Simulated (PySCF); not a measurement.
How methods differ on the excitation energy of Dy⁺

Dy⁺ [Xe] 4f10 6s1 (high-spin determinant) → Dy⁺ [Xe] 4f11 (high-spin determinant), as a difference of total energies. All numbers are calculated (PySCF 2.14, scalar relativity by spin-free X2C-1e, in x2c-TZVPPall (11s7p7d4f2g, 113 functions)). Correlated levels: valence: [Kr] 4d10 frozen; valence and next inner shell: [Ar] 3d10 frozen. The calculations carry no spin-orbit coupling.

```json
{"method": "UHF", "excitation energy (eV)": "9.666"}
{"method": "LDA", "excitation energy (eV)": "4.105"}
{"method": "PBE", "excitation energy (eV)": "4.382"}
{"method": "MP2 (valence)", "excitation energy (eV)": "4.367"}
{"method": "SCS-MP2 (valence)", "excitation energy (eV)": "4.817"}
{"method": "MP2 (valence and next inner shell)", "excitation energy (eV)": "3.803"}
{"method": "SCS-MP2 (valence and next inner shell)", "excitation energy (eV)": "4.451"}
```

Problem. How much does correlation contribute at MP2 (valence and next inner shell)?

Solution. 3.803 − (9.666) = -5.863 eV, measured against UHF.

A first-order spin-orbit estimate (lowest level to lowest level, LS coupling) adds 0.046 eV.

The determinant of the upper state and of the lower state mixes LS terms, which raises its energy above the lowest term, most at the Hartree-Fock and MP2 levels.
